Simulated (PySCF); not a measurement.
Cl₂H₅NSi₂, SMILES N[SiH2][SiH](Cl)Cl.

Coordinates come from a B3LYP-D3(BJ)/def2-SVP optimisation. This is a generated structure with no PubChem entry under its InChIKey; it may be hypothetical. Other conformers were not sampled.

Two levels are set side by side: TDDFT-PBE/def2-SVPD (PySCF) and TDDFT-PBE0/def2-SVPD (PySCF). Vertical, same geometry. The lowest singlet is HOMO→LUMO 98 % with PBE and HOMO→LUMO 98 % with the other functional; states are paired by order. Differences are taken from unrounded values.

```csv
quantity,TDDFT-PBE0,TDDFT-PBE,TDDFT-PBE minus TDDFT-PBE0
lowest singlet excitation (eV),5.31,4.66,-0.66
lowest triplet excitation (TDA) (eV),4.74,4.25,-0.49
first bright state (f over 0.05) (eV),6.52,6.29,-0.23
its oscillator strength,0.07,0.10,0.02
```

Functionals without exact exchange tend to place singlet excitations lower, as here. Differences between two approximate levels are no errors against the true value.

Rough cost on one machine, each run with all the roots and properties that it gave: TDDFT-PBE0 against TDDFT-PBE about 4 times.
